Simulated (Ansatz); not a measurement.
Ansatz (an electronic-structure program) input (CCSD(T)/6-31G):

Ansatz 0.2 input:
```yaml
crystal:
  periodic: [false, false, false]
  atoms:
    - {symbol: C, position_ang: [-3.98469509, 0.71953996, -0.32290983]}
    - {symbol: C, position_ang: [-2.55189163, 1.00957825, 0.11443741]}
    - {symbol: C, position_ang: [-1.59378854, -0.14037010, -0.18327224]}
    - {symbol: C, position_ang: [-0.15706650, 0.14369192, 0.25735282]}
    - {symbol: C, position_ang: [0.76466919, -0.99207322, -0.03493546]}
    - {symbol: S, position_ang: [2.47073206, -0.96621148, 0.17126650]}
    - {symbol: C, position_ang: [2.91181306, 0.76702464, -0.12695472]}
    - {symbol: H, position_ang: [-4.64833386, 1.55696519, -0.10008016]}
    - {symbol: H, position_ang: [-4.03643909, 0.53010523, -1.39776625]}
    - {symbol: H, position_ang: [-4.37941105, -0.16289602, 0.18641443]}
    - {symbol: H, position_ang: [-2.19284735, 1.91555883, -0.38493642]}
    - {symbol: H, position_ang: [-2.53275641, 1.22612517, 1.18753103]}
    - {symbol: H, position_ang: [-1.60318050, -0.35723495, -1.25604840]}
    - {symbol: H, position_ang: [-1.95010926, -1.04784908, 0.31585161]}
    - {symbol: H, position_ang: [0.19083439, 1.05835310, -0.23437835]}
    - {symbol: H, position_ang: [-0.15516130, 0.37433961, 1.33531716]}
    - {symbol: H, position_ang: [0.36832351, -2.00000300, -0.05661498]}
    - {symbol: H, position_ang: [3.99662676, 0.82025576, -0.05306440]}
    - {symbol: H, position_ang: [2.47278769, 1.42516433, 0.62034232]}
    - {symbol: H, position_ang: [2.60371050, 1.07615108, -1.12513957]}
basis:
  gaussian:
    orbitals: 6-31G
magnetization: {spin_polarized: true, initial_magnetization: 1}
correlation: {method: ccsd_t, electrons: outside_noble_gas}
```

End of the output:

```
reference -17200.61527502 eV, -632.1109523611 hartree; 22, 21 occupied and 60, 61 virtual orbitals, 1318 factors
second order -15.89132751 eV of doubles, -0.00000000 eV of singles
coupled cluster: 1.36 GiB planned
cycle   1  -17.37473524 eV  change    -1.5e0 eV  update   1.0e-1
cycle   2  -18.06623908 eV  change   -6.9e-1 eV  update   3.8e-2
cycle   3  -18.18792672 eV  change   -1.2e-1 eV  update   1.5e-2
cycle   4  -18.19402607 eV  change   -6.1e-3 eV  update   6.8e-3
cycle   5  -18.19274543 eV  change    1.3e-3 eV  update   3.0e-3
cycle   6  -18.19203953 eV  change    7.1e-4 eV  update   1.1e-3
cycle   7  -18.19164135 eV  change    4.0e-4 eV  update   4.1e-4
cycle   8  -18.19163216 eV  change    9.2e-6 eV  update   1.8e-4
cycle   9  -18.19163837 eV  change   -6.2e-6 eV  update   8.3e-5
cycle  10  -18.19163928 eV  change   -9.1e-7 eV  update   3.4e-5
perturbative correction -0.42937320 eV, -0.0157791739 hartree
Total energy: -17219.23628749 eV, -632.7952619477 hartree
```

It need not be the lowest isomer of its formula.
